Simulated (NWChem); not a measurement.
System: C2H3FO2Si; SMILES F[Si@H]1OC(C1)=O

Excerpt of the output:

```
             Northwest Computational Chemistry Package (NWChem) 7.3.0
             --------------------------------------------------------

 C1  symmetry detected

                             Geometry "geometry" -> ""
                             -------------------------

 Output coordinates in angstroms (scale by  1.889725989 to convert to a.u.)

  No.       Tag          Charge          X              Y              Z
 ---- ---------------- ---------- -------------- -------------- --------------
    1 O                    8.0000     0.20042172     2.41425535    -0.33219556
    2 C                    6.0000     0.03447689     1.26538799    -0.08934897
    3 C                    6.0000    -1.24490844     0.41555117     0.00116408
    4 Si                  14.0000    -0.04041371    -0.93788902     0.43208274
    5 F                    9.0000     0.17703019    -2.08762028    -0.67661783
    6 O                    8.0000     1.03570849     0.36933167     0.20931826
    7 H                    1.0000    -1.76838318     0.34601337    -0.96383608
    8 H                    1.0000    -1.94531856     0.79563352     0.75869756
    9 H                    1.0000     0.05976955    -1.57694921     1.75766837

 Effective nuclear repulsion energy (a.u.)     300.4411532429

                                 NWChem DFT Module
                                 -----------------

 Summary of "ao basis" -> "ao basis" (spherical)
 ------------------------------------------------------------------------------
       Tag                 Description            Shells   Functions and Types
 ---------------- ------------------------------  ------  ---------------------
 O                          def2-svp                 6       14   3s2p1d
 C                          def2-svp                 6       14   3s2p1d
 Si                         def2-svp                 8       18   4s3p1d
 F                          def2-svp                 6       14   3s2p1d
 H                          def2-svp                 3        5   2s1p

            General Information
            -------------------
          SCF calculation type: DFT
          Wavefunction type:  closed shell.
          No. of atoms     :     9
          No. of electrons :    54
           Alpha electrons :    27
            Beta electrons :    27
          Charge           :     0
          Spin multiplicity:     1
          Use of symmetry is: off; symmetry adaption is: off
          Maximum number of iterations: 150
          AO basis - number of functions:   103
                     number of shells:    47
          Convergence on energy requested:  1.00D-06
          Convergence on density requested:  1.00D-05
          Convergence on gradient requested:  5.00D-04

              XC Information
              --------------
                  TPSS hybrid Method XC Functional
                     Hartree-Fock (Exact) Exchange  0.100
                  TPSS metaGGA Exchange Functional  0.900
             TPSS03 metaGGA Correlation Functional  1.000

             Grid Information
             ----------------
          Grid used for XC integration:  medium
          Radial quadrature: Mura-Knowles
          Angular quadrature: Lebedev.
          Tag              B.-S. Rad. Rad. Pts. Rad. Cut. Ang. Pts.
          ---              ---------- --------- --------- ---------
          O                   0.60       49          11.0       434
          C                   0.70       49          10.0       434
          Si                  1.10       88           8.0       590
          F                   0.50       49          10.0       434
          H                   0.35       45          10.0       434
          Grid pruning is: on
          Number of quadrature shells:   468
          Spatial weights used:  Erf1

      Superposition of Atomic Density Guess
      -------------------------------------

 Sum of atomic energies:        -614.16082153

      Non-variational initial energy
      ------------------------------

 Total energy =    -616.751694
 1-e energy   =   -1445.814902
 2-e energy   =     528.622055
 HOMO         =      -0.356758
 LUMO         =       0.031179

     ---------------------------------------------
      Total Density - Mulliken Population Analysis
     ---------------------------------------------

    Atom       Charge   Shell Charges
 -----------   ------   -------------------------------------------------------
    1 O    8     8.69   1.99  1.13  0.66  3.08  1.82  0.01
    2 C    6     5.08   1.99  0.89  0.20  1.43  0.45  0.12
    3 C    6     6.52   1.99  0.98  0.28  2.09  1.17  0.02
    4 Si  14    12.65   2.00  1.99  0.88  0.20  5.93  0.87  0.49  0.29
    5 F    9     9.56   1.99  1.14  0.78  3.51  2.13  0.00
    6 O    8     8.74   1.99  1.11  0.71  3.00  1.92  0.01
    7 H    1     0.84   0.64  0.18  0.03
    8 H    1     0.84   0.64  0.18  0.03
    9 H    1     1.08   0.69  0.38  0.01

   convergence    iter        energy       DeltaE   RMS-Dens  Diis-err
 ---------------- ----- ----------------- --------- --------- ---------
 d= 0,ls=0.0,diis     1   -617.3834987401 -9.18D+02  2.42D-02  1.48D+00
 d= 0,ls=0.0,diis     2   -616.8545912338  5.29D-01  1.67D-02  7.30D+00
 d= 0,ls=0.0,diis     3   -617.5521936758 -6.98D-01  3.75D-03  1.81D-01
 d= 0,ls=0.0,diis     4   -617.5629330783 -1.07D-02  1.59D-03  7.67D-02
 d= 0,ls=0.0,diis     5   -617.5700017839 -7.07D-03  4.49D-04  2.86D-03
  Resetting Diis
 d= 0,ls=0.0,diis     6   -617.5702764681 -2.75D-04  1.25D-04  3.01D-04
 d= 0,ls=0.0,diis     7   -617.5703076925 -3.12D-05  6.23D-05  1.72D-05
 d= 0,ls=0.0,diis     8   -617.5703043948  3.30D-06  3.97D-05  5.48D-05
 d= 0,ls=0.0,diis     9   -617.5703092115 -4.82D-06  6.99D-06  1.04D-06
 d= 0,ls=0.0,diis    10   -617.5703093088 -9.73D-08  1.76D-06  6.47D-08

         Total DFT energy =     -617.570309308828
      One electron energy =    -1448.572736669268
           Coulomb energy =      591.196427898879
    Exchange-Corr. energy =      -60.635153781294
 Nuclear repulsion energy =      300.441153242855

 Numeric. integr. density =       54.000002933786

                       DFT Final Molecular Orbital Analysis
                       ------------------------------------

 Vector   25  Occ=2.000000D+00  E=-3.284241D-01
              MO Center=  6.5D-02,  3.0D-01,  8.8D-02, r^2= 2.7D+00
   Bfn.  Coefficient  Atom+Function         Bfn.  Coefficient  Atom+Function
  ----- ------------  ---------------      ----- ------------  ---------------
    78      0.410275  6 O  px                81      0.286085  6 O  px
    32      0.250099  3 C  px                31      0.229365  3 C  s
    33     -0.197073  3 C  py                50     -0.181778  4 Si px
     6      0.156973  1 O  pz                80     -0.153399  6 O  pz
    35      0.150639  3 C  px                94     -0.128631  8 H  s

 Vector   26  Occ=2.000000D+00  E=-3.205291D-01
              MO Center=  4.4D-01,  9.6D-01,  8.4D-02, r^2= 2.8D+00
   Bfn.  Coefficient  Atom+Function         Bfn.  Coefficient  Atom+Function
  ----- ------------  ---------------      ----- ------------  ---------------
    80      0.410949  6 O  pz                 6     -0.372460  1 O  pz
    83      0.308334  6 O  pz                 9     -0.258279  1 O  pz
   100     -0.140840  9 H  s                 20     -0.123909  2 C  pz
    99     -0.121895  9 H  s                 31      0.119306  3 C  s
    79      0.113012  6 O  py                 5     -0.100995  1 O  py

 Vector   27  Occ=2.000000D+00  E=-2.676229D-01
              MO Center=  3.0D-02,  1.7D+00, -1.9D-01, r^2= 2.3D+00
   Bfn.  Coefficient  Atom+Function         Bfn.  Coefficient  Atom+Function
  ----- ------------  ---------------      ----- ------------  ---------------
     4      0.552183  1 O  px                 7      0.375574  1 O  px
    33      0.218199  3 C  py                31      0.176953  3 C  s
    36      0.155008  3 C  py                79     -0.147924  6 O  py
    77     -0.146874  6 O  s                 78      0.145798  6 O  px
    32      0.130820  3 C  px                81      0.130525  6 O  px

 Vector   28  Occ=0.000000D+00  E=-2.282061D-02
              MO Center= -1.3D-01,  1.3D+00, -1.1D-01, r^2= 2.3D+00
   Bfn.  Coefficient  Atom+Function         Bfn.  Coefficient  Atom+Function
  ----- ------------  ---------------      ----- ------------  ---------------
    20      0.528263  2 C  pz                23      0.455206  2 C  pz
    90      0.429951  7 H  s                 95     -0.425045  8 H  s
     9     -0.380382  1 O  pz                 6     -0.364584  1 O  pz
    37      0.267527  3 C  pz                80     -0.254198  6 O  pz
    83     -0.248848  6 O  pz                89      0.172853  7 H  s

 Vector   29  Occ=0.000000D+00  E= 3.081474D-03
              MO Center= -4.9D-01, -1.1D+00,  5.1D-01, r^2= 3.0D+00
   Bfn.  Coefficient  Atom+Function         Bfn.  Coefficient  Atom+Function
  ----- ------------  ---------------      ----- ------------  ---------------
    53      0.897082  4 Si px                31      0.766304  3 C  s
    46     -0.588085  4 Si s                 54      0.374977  4 Si py
    17     -0.343790  2 C  s                100      0.337323  9 H  s
    77     -0.287224  6 O  s                 50      0.265272  4 Si px
    36     -0.219919  3 C  py                35      0.213033  3 C  px

[...]
```

Level: TPSSh/def2-SVP. The geometry was optimised at PBE0/def2-SVP.

Reconstruct the input file.

Several could match; the one computed here: the input that was run:
```
start job
memory heap 200 mb stack 900 mb global 1100 mb
geometry units angstroms noautoz
  O      0.239480     2.424158    -0.334531
  C      0.054514     1.277385    -0.095559
  C     -1.235869     0.441228    -0.040830
  Si    -0.058554    -0.924386     0.425353
  F      0.178176    -2.077605    -0.675749
  O      1.037276     0.371129     0.232256
  H     -1.732355     0.376139    -1.020295
  H     -1.953501     0.829552     0.696125
  H     -0.002947    -1.562971     1.753784
end
basis spherical
  O library def2-svp
  C library def2-svp
  Si library def2-svp
  F library def2-svp
  H library def2-svp
end
dft
  xc xctpssh
  iterations 150
  mulliken
end
task dft energy
```
